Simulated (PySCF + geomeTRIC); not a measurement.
Species: H₅BSi, SMILES `B[SiH3]` (charge 0, multiplicity 1).

Q: Give a relaxed geometry from M06-2X/def2-TZVP (PySCF + geomeTRIC).

A: the end point of this relaxation (outside a Z-matrix the atoms follow the SMILES, hydrogens last).
Z-matrix (Å, degrees):
```
Si
H 1 1.4791
H 1 1.4804 2 108.57
H 1 1.4852 2 107.98 3 -116.54
B 1 2.0104 2 113.94 4 -117.84
H 5 1.1889 1 122.27 2 20.27
H 5 1.1895 6 117.54 1 -177.42
```
